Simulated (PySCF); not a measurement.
C5H9Al (SMILES C=[CH][Al]([CH3])[CH]=C), singlet, at a GFN2-xTB geometry (such geometries of metal compounds can be far from the true shape); PBE0/6-31G*, polarisability (PySCF).

PySCF was given this input:
```python
from pyscf import gto, scf, dft
from pyscf.prop import polarizability

mol = gto.Mole()
mol.atom = '''
    Al   -0.145874    0.026726    0.346943
    C    -1.089115    1.039730    1.779241
    H    -1.230824    0.421709    2.673420
    H    -2.084543    1.383420    1.476436
    H    -0.544032    1.933791    2.102100
    C     0.463258   -1.839008    0.653836
    C     1.098636   -2.521377   -0.299876
    H     0.300820   -2.360575    1.601557
    H     1.449855   -3.539670   -0.179024
    H     1.299114   -2.078146   -1.266237
    C     0.198888    0.876652   -1.415459
    C    -0.207643    2.133085   -1.603674
    H     0.700906    0.396511   -2.257708
    H    -0.065859    2.681633   -2.527633
    H    -0.713225    2.679400   -0.817576
'''
mol.basis = '6-31g*'
mol.charge = 0
mol.spin = 0
mol.verbose = 4
mol.build()

mf = dft.RKS(mol)
mf.xc = 'pbe0'
mf.kernel()
alpha = mf.Polarizability().polarizability()[2, 2]
print('alpha_zz =', alpha)
```

### Question
Predict the main parts of the log of this PySCF run.

### Answer

```
site-packages/pyscf/prop/efg/rhf.py:45: UserWarning: Module EFG is under testing
  warnings.warn('Module EFG is under testing')
site-packages/pyscf/prop/efg/dhf.py:30: UserWarning: Module EFG is under testing
  warnings.warn('Module EFG is under testing')
site-packages/pyscf/prop/zfs/uhf.py:40: UserWarning: Module ZFS is under testing
  warnings.warn('Module ZFS is under testing')
site-packages/pyscf/prop/gtensor/uhf.py:43: UserWarning: Module g-tensor is under testing
  warnings.warn('Module g-tensor is under testing')
site-packages/pyscf/prop/gtensor/uks.py:41: UserWarning: Module g-tensor is under testing
  warnings.warn('Module g-tensor is under testing')
site-packages/pyscf/prop/hfc/uks.py:35: UserWarning: Module HFC is under testing
  warnings.warn('Module HFC is under testing')
site-packages/pyscf/prop/magnetizability/rhf.py:39: UserWarning: Module magnetizability is under testing
  warnings.warn('Module magnetizability is under testing')
site-packages/pyscf/prop/magnetizability/uhf.py:37: UserWarning: Module magnetizability is under testing
  warnings.warn('Module magnetizability is under testing')
site-packages/pyscf/prop/magnetizability/rks.py:37: UserWarning: Module magnetizability is under testing
  warnings.warn('Module magnetizability is under testing')
site-packages/pyscf/prop/magnetizability/uks.py:39: UserWarning: Module magnetizability is under testing
  warnings.warn('Module magnetizability is under testing')
site-packages/pyscf/prop/polarizability/uhf.py:34: UserWarning: Module polarizability is under testing
  warnings.warn('Module polarizability is under testing')
site-packages/pyscf/prop/polarizability/rks.py:29: UserWarning: Module polarizability is under testing
  warnings.warn('Module polarizability is under testing')
site-packages/pyscf/prop/polarizability/uks.py:29: UserWarning: Module polarizability is under testing
  warnings.warn('Module polarizability is under testing')
PySCF version 2.14.0

[INPUT] verbose = 4
[INPUT] num. atoms = 15
[INPUT] num. electrons = 52
[INPUT] charge = 0
[INPUT] spin (= nelec alpha-beta = 2S) = 0
[INPUT] symmetry False subgroup None
[INPUT] Mole.unit = angstrom
[INPUT] Symbol           X                Y                Z      unit          X                Y                Z       unit  Magmom
[...]
nuclear repulsion = 241.858971706223
number of shells = 56
number of NR pGTOs = 222
number of NR cGTOs = 106
basis = 6-31g*
ecp = {}

******** <class 'pyscf.dft.rks.RKS'> ********
method = RKS
initial guess = minao
damping factor = 0
level_shift factor = 0
DIIS = <class 'pyscf.scf.diis.CDIIS'>
diis_start_cycle = 1
diis_space = 8
diis_damp = 0
SCF conv_tol = 1e-09
SCF conv_tol_grad = None
SCF max_cycles = 50
direct_scf = True
direct_scf_tol = 1e-13
XC library pyscf.dft.libxc version 7.1.2
    S. Lehtola, C. Steigemann, M. J. T. Oliveira, and M. A. L. Marques,  SoftwareX 7, 1–5 (2018)
XC functionals = pbe0
    C. Adamo and V. Barone,  J. Chem. Phys. 110, 6158 (1999)
    M. Ernzerhof and G. E. Scuseria,  J. Chem. Phys. 110, 5029 (1999)
radial grids:
    Treutler-Ahlrichs [JCP 102, 346 (1995); DOI:10.1063/1.469408] (M4) radial grids

becke partition: Becke, JCP 88, 2547 (1988); DOI:10.1063/1.454033
pruning grids: <function nwchem_prune>
grids dens level: 3
symmetrized grids: False
atomic radii adjust function: <function treutler_atomic_radii_adjust>
small_rho_cutoff = 0
Set gradient conv threshold to 3.16228e-05
Initial guess from minao.
tot grids = 178048
init E= -438.126362288701
[...]
cycle= 1 E= -437.863703474402  delta_E= 0.263  |g|= 0.545  |ddm|= 3.32
[...]
cycle= 2 E= -437.853264862044  delta_E= 0.0104  |g|= 0.574  |ddm|= 1.05
[...]
cycle= 3 E= -437.945609860993  delta_E= -0.0923  |g|= 0.0461  |ddm|= 0.562
[...]
cycle= 4 E= -437.945920484822  delta_E= -0.000311  |g|= 0.0315  |ddm|= 0.0597
[...]
cycle= 5 E= -437.946189762763  delta_E= -0.000269  |g|= 0.00314  |ddm|= 0.0275
[...]
cycle= 6 E= -437.946192440344  delta_E= -2.68e-06  |g|= 0.000771  |ddm|= 0.00376
[...]
cycle= 7 E= -437.946192601449  delta_E= -1.61e-07  |g|= 0.000158  |ddm|= 0.000847
[...]
cycle= 8 E= -437.946192609334  delta_E= -7.89e-09  |g|= 2.32e-05  |ddm|= 0.000265
[...]
cycle= 9 E= -437.946192609426  delta_E= -9.24e-11  |g|= 1.67e-05  |ddm|= 3.67e-05
[...]
Extra cycle  E= -437.946192609263  delta_E= 1.64e-10  |g|= 2.96e-05  |ddm|= 3.74e-05
converged SCF energy = -437.946192609263
Isotropic polarizability 74.7221524659
Polarizability anisotropy 33.4205399291
alpha_zz = 76.0256055925136
```
